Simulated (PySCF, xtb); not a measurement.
In(Cl)(SiH3)2 (ClH6InSi2), SMILES [SiH3][In]([SiH3])[Cl].

GFN2-xTB (xtb) at its own geometry gives an orbital gap of 2.64 eV and a dipole moment of 3.30 D.

Coordinates come from a PBE-D3(BJ)/def2-SVP optimisation. The structure was generated by enumeration; whether it is a known compound was not checked. The def2 effective core potentials stand for the cores of In; spin–orbit coupling is left out.

Question: What does r2SCAN/def2-TZVP run with PySCF give? (The exact figures need the calculation; the answer reports its results.)

Answer: gap 3.56 eV (levels -6.50 and -2.94 eV), dipole 3.13 D.
